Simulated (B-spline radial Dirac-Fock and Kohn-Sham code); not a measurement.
**K 3p1/2: cross section and angular parameters**

System: neutral potassium, configuration [Ar] 4s1; threshold 23.23 eV (orbital energy of the model). Level of theory: Dirac-Hartree-Slater photoionisation with a Latter tail; cross sections with all multipoles, angular parameters from the dipole term and its interference with E2; an atomic code on a B-spline grid.

For linearly polarised light dσ/dΩ = σ/(4π) [1 + β P₂(cos θ) + (δ + γ cos²θ) sin θ cos φ], with θ from the polarisation vector and φ the angle between the beam and the projection of the electron momentum on the plane normal to the polarisation.

```
hν (eV)    σ (kb)       β       γ       δ
   55.5       317  -0.049   0.169  -0.009
   76.1       411   0.869   0.079  -0.008
   78.7         ?       ?       ?       ?
     80       414   0.960   0.065  -0.008
   85.1       413   1.058   0.049  -0.007
    136       302   1.467  -0.018  -0.001
    175       217   1.563  -0.019   0.001
    283      96.0   1.627   0.032   0.005
    286      94.1   1.627   0.034   0.005
    400      47.0   1.610   0.106   0.008
    503      28.0   1.576   0.168   0.010
    600      18.4   1.541   0.221   0.013
    934      6.02   1.421   0.371   0.022
   1160      3.36   1.349   0.451   0.029
 1253.6      2.71   1.321   0.481   0.032
   1290      2.50   1.310   0.492   0.033
 1486.9      1.67   1.256   0.548   0.039
   2520     0.342   1.032   0.750   0.074
   2980     0.202   0.956   0.811   0.089
   5020    0.0363   0.724   0.986   0.152
   7410   0.00950   0.566   1.109   0.216
   7930   0.00748   0.540   1.130   0.229
   8900   0.00497   0.498   1.168   0.252
 9251.7   0.00433   0.484   1.181   0.260
  10000   0.00327   0.457   1.207   0.276
  11000   0.00232   0.426   1.239   0.298
  11800   0.00180   0.403   1.262   0.314
  12000   0.00169   0.398   1.268   0.318
  12500   0.00146   0.385   1.282   0.328
  15000  0.000743   0.331   1.344   0.375
```

Q: Give the values at 78.7 eV.

A: σ = 414 kb, β = 0.932, γ = 0.069, δ = -0.008.

Values without a named source are computed, but for edge energies of neutral atoms, which are taken from tables.
